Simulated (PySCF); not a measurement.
BFH₄O₃Si, SMILES OB(O)O[SiH2]F.

Geometry: PBE0-D3(BJ)/def2-SVP. The structure was generated by enumeration, and PubChem lists no compound with its InChIKey, so it may never have been made. One conformer was computed; it need not be the lowest.

The numbers are results of PBE/def2-TZVP (PySCF), not measurements.

```json
{
 "total_energy": "-642.17195 hartree",
 "highest_occupied_level": "-7.76 eV",
 "lowest_empty_level": "-0.77 eV",
 "orbital_gap": "6.99 eV",
 "dipole_moment": "2.23 D",
 "quadrupole, principal values (traceless, Buckingham form, about the centre of nuclear charge)": "-12.63, 1.04, 11.59 D·Å",
 "mean_static_polarisability": "49.0 bohr³ (7.26 Å³)",
 "polarisability_principal_values": "39.1, 50.0, 57.7 bohr³"
}
```
